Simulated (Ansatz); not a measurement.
Relaxation of Ge₆⁺ with UKS PBE-D4/def2-SVP.

```sh
$ ansatz run in.yaml --threads 4 --pin off --events-out ev --progress --plain --max-ram 4787MiB
```

```yaml
crystal:
  periodic: [false, false, false]
  atoms:
    - {symbol: Ge, position_ang: [1.702030, 0.883850, 0.225140]}
    - {symbol: Ge, position_ang: [-1.920740, 0.113620, 0.071550]}
    - {symbol: Ge, position_ang: [0.482020, -2.218920, -0.591400]}
    - {symbol: Ge, position_ang: [0.106770, -0.727730, 1.278230]}
    - {symbol: Ge, position_ang: [-0.438960, 1.965560, 0.466690]}
    - {symbol: Ge, position_ang: [0.068880, -0.016370, -1.450220]}
basis:
  gaussian: {orbitals: def2-SVP}
total_charge: 1
magnetization: {spin_polarized: true, initial_magnetization: 1}
hamiltonian: {xc: pbe, dispersion: d4}
scf: {lower_state_search: "off"}
output: {orbitals: {seedname: orbitals}}
relax: {f_tol: 0.02, max_steps: 100}
```

It took 42 s on 4 threads of Arm Neoverse V2 on a shared host.

Positions (Å) and forces (eV/Å) at steps 1, 2, 3, 4, 5, 7, 9 of 9:

```xyz
6
step=1 energy=-339012.2247 eV
Ge    1.702    0.884    0.225    1.326   -0.399   -0.096
Ge   -1.921    0.114    0.072   -1.043   -0.929   -0.188
Ge    0.482   -2.219   -0.591    0.234   -1.084   -0.287
Ge    0.107   -0.728    1.278   -0.163    0.384    1.663
Ge   -0.439    1.966    0.467   -0.177    0.901    0.215
Ge    0.069   -0.016   -1.450   -0.177    1.126   -1.308
6
step=2 energy=-339012.5866 eV
Ge    1.798    0.774    0.194    0.051   -0.490   -0.128
Ge   -1.962   -0.025    0.036    0.160   -0.470   -0.123
Ge    0.460   -2.116   -0.565    0.117   -0.522   -0.107
Ge    0.084   -0.661    1.462   -0.052    0.289   -0.297
Ge   -0.425    1.906    0.458   -0.235    1.079    0.286
Ge    0.045    0.122   -1.585   -0.041    0.115    0.370
6
step=3 energy=-339012.6877 eV
Ge    1.804    0.752    0.186   -0.111   -0.265   -0.074
Ge   -1.958   -0.047    0.029    0.212   -0.195   -0.062
Ge    0.475   -2.179   -0.580   -0.037    0.189    0.067
Ge    0.080   -0.644    1.443   -0.022    0.134   -0.202
Ge   -0.445    1.993    0.483   -0.020    0.107    0.037
Ge    0.043    0.125   -1.561   -0.021    0.029    0.235
6
step=4 energy=-339012.7122 eV
Ge    1.806    0.712    0.174   -0.057   -0.124   -0.038
Ge   -1.943   -0.084    0.017    0.102   -0.089   -0.033
Ge    0.472   -2.157   -0.571   -0.030    0.155    0.056
Ge    0.075   -0.624    1.447   -0.014    0.082   -0.112
Ge   -0.448    2.008    0.490    0.012   -0.044    0.004
Ge    0.038    0.145   -1.556   -0.014    0.021    0.124
6
step=5 energy=-339012.6080 eV rejected
Ge    1.878    0.535    0.114   -0.322   -0.033   -0.008
Ge   -1.941   -0.262   -0.043    0.316    0.047    0.006
Ge    0.449   -1.989   -0.515    0.141   -0.742   -0.136
Ge    0.038   -0.491    1.515    0.020   -0.071   -0.189
Ge   -0.428    1.926    0.497   -0.155    0.832    0.173
Ge    0.004    0.282   -1.569    0.000   -0.033    0.154
6
step=7 energy=-339012.7162 eV rejected
Ge    1.786    0.664    0.149    0.268    0.055    0.014
Ge   -1.910   -0.115   -0.005   -0.242   -0.053   -0.007
Ge    0.472   -2.122   -0.546    0.007   -0.033   -0.021
Ge    0.067   -0.604    1.458   -0.022    0.061   -0.007
Ge   -0.444    2.009    0.510    0.003   -0.048    0.001
Ge    0.029    0.169   -1.567   -0.014    0.017    0.020
6
step=9 energy=-339012.7244 eV
Ge    1.816    0.660    0.150    0.003    0.001   -0.004
Ge   -1.933   -0.131   -0.006   -0.002    0.000   -0.004
Ge    0.469   -2.120   -0.549    0.001   -0.001    0.006
Ge    0.064   -0.587    1.453   -0.001    0.003   -0.006
Ge   -0.444    1.999    0.507    0.001   -0.005    0.004
Ge    0.028    0.178   -1.554   -0.002    0.003    0.003
```

The structure comes from a short search, and lower isomers may exist.
